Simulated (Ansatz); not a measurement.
`BOB[SiH3]` + `BN` → `BN[SiH3]` + `BOB`  (cleavage of the Si–B bond)

Isolated molecules relaxed with PBE0-D4/def2-TZVP in Ansatz; ΔE leaves out vibrations. CBS: MP2 limit from def2 TZ/QZ plus the TZ coupled-cluster correction, frozen cores. This one scheme is used for every species. Functionals use def2-TZVPP. One conformer a species, not always the lowest.

```json
{"level": "BLYP-D4", "ΔE (kJ/mol)": "-54.5"}
{"level": "r2SCAN-D4", "ΔE (kJ/mol)": "-54.8"}
{"level": "r2SCANh-D4", "ΔE (kJ/mol)": "-56.3"}
{"level": "ωB97M-V", "ΔE (kJ/mol)": "-62.7"}
{"level": "PBE-QIDH", "ΔE (kJ/mol)": "-60.3"}
{"level": "r2SCANh", "ΔE (kJ/mol)": "-56.3"}
{"level": "SCS-MP2/def2-TZVPP", "ΔE (kJ/mol)": "-71.5"}
{"level": "HF/def2-QZVPP", "ΔE (kJ/mol)": "-78.2"}
```

Q: What does CCSD(T)/CBS give? (Estimate.)

A: Ansatz gave: -62.7 kJ/mol. The listed levels differ from it by 8.2, 7.9, 6.4, 0.0, 2.4, 6.4, -8.8, -15.5 kJ/mol.

Largest T1 diagnostic among the species: 0.013.

From BLYP to BHLYP (50 % exact exchange), in def2-TZVPP and without D4, ΔE moves by −14.5 kJ/mol. At CCSD(T), def2-SVP lies +7.9 kJ/mol from the extrapolated value and def2-TZVPP +1.4 kJ/mol.
